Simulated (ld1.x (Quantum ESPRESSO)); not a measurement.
# Which change was made? (Sb, TM)

ld1.x (Quantum ESPRESSO) 7.5 input, shortened:

```
&input
   title='Sb', zed=51., rel=1, dft='WC', iswitch=3,
   config='[Kr] 4d10 5s2 5p2.5'
 /
 &inputp
   pseudotype=2, tm=.true., lloc=-1, rcloc=1.60,
   nlcc=.false.
 /
2
5S  1  0   2.00   0.00  1.95  1.95  0.0
5P  2  1   2.50   0.00  2.35  2.35  0.0
 &test
   configts(1)='5s2 5p2.5'
 /
```

Cutoffs, loose and tight: the cutoffs (Ry, on a coarse ladder) from which the occupation-weighted sum of valence levels, in a spherical-Bessel basis at the reference potential, stays within 10 and 1 mRy of its value at 400 Ry. They do not see the model core or the augmentation charge, which bear on the density cutoff. Test errors are all-electron minus pseudo excitation energies from the reference, over the configurations 5s2 5p3; 5s2 5p2; 5s2 5p1; 5s1 5p0; 5s1 5p3; 5s2 5p0; 5s0 5p5; variants that change the core or the reference have their own tests.

The base gives: outcome: generated; cutoff, loose: 25 Ry; cutoff, tight: 35 Ry; bound ghosts: s, d; largest test error (meV): -60.

Problem. After one change the result is: outcome: generated; cutoff, loose: 25 Ry; cutoff, tight: 35 Ry; bound ghosts: s, d; largest test error (meV): -150. Which change was it?
A. wave 5p (bound): rc 2.35 bohr becomes 5p (bound): rc 1.46 bohr
B. wave 5p (bound): rc 2.35 bohr becomes 5p (bound): rc 3.26 bohr
C. wave 5p (bound): rc 2.35 bohr becomes 5p (bound): rc 1.76 bohr

Solution. B. The others give: wave 5p (bound): rc 2.35 bohr becomes 5p (bound): rc 1.76 bohr → outcome: generated; cutoff, loose: 30 Ry; cutoff, tight: 60 Ry; bound ghosts: s, d; largest test error (meV): +83 | wave 5p (bound): rc 2.35 bohr becomes 5p (bound): rc 1.46 bohr → outcome: generated; cutoff, loose: 140 Ry; cutoff, tight: 160 Ry; bound ghosts: p, s, d; largest test error (meV): +321.
